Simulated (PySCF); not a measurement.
H3OSi, SMILES [OH+]=[SiH2], charge +1. Geometry optimised at PBE-D3(BJ)/def2-TZVP. The isomer is the one that the SMILES or the coordinates give; other isomers of the formula were not compared.

Q: Give the equilibrium geometry at PBE-D3(BJ)/def2-TZVP (PySCF confirms it by a frequency run) as a Z-matrix, and its point group. (An estimate is asked for; the answer gives what the named calculation found.)

A: point group Cs.
```
Si
O 1 1.5853
H 2 0.9777 1 127.33
H 1 1.4764 2 113.04 3 180.00
H 1 1.4829 4 125.89 2 180.00
```
Charge +1, spin multiplicity 1.
